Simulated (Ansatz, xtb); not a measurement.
System: C₃H₇S, net charge 1, singlet state. It need not be the lowest isomer of its formula. SMILES: C1[SH+]CC1
Coordinates optimised at B3LYP-D3(BJ)/def2-TZVP (Ansatz, a first-principles code):
```
C
H 1 1.0877
H 1 1.0891 2 108.75
C 1 1.5382 2 114.71 3 -124.94
H 4 1.0855 1 119.53 2 102.98
H 4 1.0884 5 110.55 1 136.47
C 1 1.5382 2 114.71 3 124.94
H 7 1.0855 1 119.53 2 -102.98
H 7 1.0884 8 110.55 1 -136.47
S 4 1.8719 5 112.78 6 117.78
H 10 1.3519 4 97.18 5 43.21
```
Charge +1, spin multiplicity 1.

Harmonic wavenumbers from GFN2-xTB (xtb, at its own minimum), cm⁻¹: 170, 515, 661, 700, 725, 760, 840, 848, 991, 1010, 1026, 1038, 1149, 1155, 1192, 1192, 1272, 1414, 1418, 1475, 2265, 3022, 3031, 3037, 3045, 3053, 3053.

Task: Give the harmonic wavenumbers at B3LYP-D3(BJ)/def2-TZVP (Ansatz, finite differences of forces, unscaled).

Result: 179, 488, 573, 655, 710, 778, 850, 881, 950, 981, 1076, 1099, 1212, 1214, 1258, 1272, 1325, 1463, 1480, 1507, 2618, 3087, 3104, 3105, 3141, 3180, 3181 cm⁻¹. Zero-point energy 59.1 kcal/mol.

Task: From these and the geometry, give the ideal-gas thermochemistry at 298.15 K and 1 atm (rigid rotor, harmonic oscillator).

Result: Point group Cs, rotational symmetry number 1. Rotational constants 9.769, 6.241, 4.315 GHz. S(trans) 38.87, S(rot) 24.62, S(vib) 5.28, S(elec, spin only) 0.00, S 68.8 cal/(mol K). H(298) - H(0) 3.42 kcal/mol; G - E(el) 42.1 kcal/mol.
